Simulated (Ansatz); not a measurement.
Reaction (redistribution): `ClBB[SeH]` + `[OH][GeH]([F])[SH]` → `[OH][GeH]([SH])[SeH]` + `FBBCl`

Gas-phase electronic energies from Ansatz, PBE0-D4/def2-TZVP geometries. CCSD(T)/CBS adds triple-zeta CCSD(T) − MP2 to the extrapolated MP2 energy (def2 sets, frozen cores). DFT in def2-TZVPP. For Ge, Se outer-core shells are correlated without core-valence functions, which leaves a few kJ/mol of doubt a bond. Scalar relativity is left out up to krypton. Each species was taken in one conformer, which may not be the lowest.

`ClBB[SeH]`:

```xyz
7

Cl   -1.157   -2.205   -0.760
B    -0.124   -0.818   -1.023
B     0.337    0.122    0.272
Se   -0.741    1.586    0.842
H     0.224   -0.639   -2.153
H     1.351   -0.085    0.869
H     0.110    2.038    1.953
```

`[OH][GeH]([F])[SH]`:

Cartesian coordinates in Å:
```
O 0.904 1.227 -0.400
Ge -0.214 -0.124 -0.498
F 0.494 -1.364 -1.478
S -0.477 -1.139 1.439
H 1.696 1.019 0.104
H -1.468 0.398 -1.194
H -0.936 -0.019 2.027
```

`[OH][GeH]([SH])[SeH]`:

```xyz
8

O     0.957   -1.432    0.182
Ge    0.159   -0.042   -0.577
S    -1.908    0.139    0.206
Se    1.197    2.014   -0.118
H     1.047   -1.328    1.133
H     0.255   -0.344   -2.074
H    -2.131   -1.185    0.126
H     0.425    2.177    1.121
```

`FBBCl`:

```xyz
6

F    -0.754   -0.423    1.720
B    -0.310    0.357    0.745
B     0.118   -0.290   -0.759
Cl    1.784   -0.748   -1.011
H    -0.226    1.532    1.001
H    -0.612   -0.428   -1.695
```

Problem. Is it downhill or uphill in electronic energy at CCSD(T)/CBS, and by how much? (Best estimate.)

Solution. Ansatz gave: Downhill: ΔE = -5.8 kcal/mol.

Problem. What do these levels give: r2SCAN-D4, r2SCAN0, CAM-B3LYP, CCSD(T)/def2-SVP, CCSD(T)/def2-TZVPP, MP2/def2-QZVPP? (Estimate.)

Solution. The calculation gave: r2SCAN-D4 -4.8, r2SCAN0 -5.7, CAM-B3LYP -6.5, CCSD(T)/def2-SVP -6.6, CCSD(T)/def2-TZVPP -5.4, MP2/def2-QZVPP -5.6 kcal/mol.

Largest T1 diagnostic among the species: 0.014.

In def2-TZVPP, CCSD(T) changes the Hartree–Fock value by +2.7 kcal/mol (the triples alone add +0.5 kcal/mol) and MP2 by +2.6 kcal/mol. Leaving LDA and LC-ωPBE aside and taking each functional with its dispersion term where it has one, the values, not all of them listed here, spread over 4.3 kcal/mol, from BHLYP-D4 to B97M-V. From r2SCAN to r2SCAN0 (25 % exact exchange), in def2-TZVPP and without D4, ΔE moves by −1.0 kcal/mol.
